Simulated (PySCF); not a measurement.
## Working with the constants of ICl⁺

UHF-CCSD(T) constants of ICl⁺, ²Π (doublet), unpaired electrons π ↑ (PySCF, scalar-relativistic core potentials, basis sets I def2-TZVPP with ECP28, Cl def2-TZVPP; masses 126.9045 and 34.9689 u):

| Quantity | Value |
| --- | --- |
| ωe | 439.8 cm⁻¹ |
| ωexe | 1.17 cm⁻¹ |
| Be | 0.12227 cm⁻¹ |
| αe | 0.000491 cm⁻¹ |
| D (centrifugal) | 3.78e-08 cm⁻¹ |
| De to I⁺ + Cl | 2.40 eV |

Question: Give the vibrational terms G(v) and spacings up to v = 6.

Answer: G(v) = ωe(v+½) − ωexe(v+½)².

```csv
v,G(v) (cm⁻¹),G(v) − G(v−1),Bv (cm⁻¹)
0,219.6,,0.1220
1,657.1,437.5,0.1215
2,1092.2,435.1,0.1210
3,1525.0,432.8,0.1206
4,1955.4,430.4,0.1201
5,2383.5,428.1,0.1196
6,2809.3,425.8,0.1191
```

Correlated steps freeze 9 core orbitals. Spin–orbit coupling is left out, which matters for elements this heavy, above all for dissociation energies. For an ion De counts to the pair picked by the measured ionisation energies or electron affinities, which need not be the lowest pair at this level. The state is the lowest determinant that a PBE0 search found; another state may lie lower at other levels.
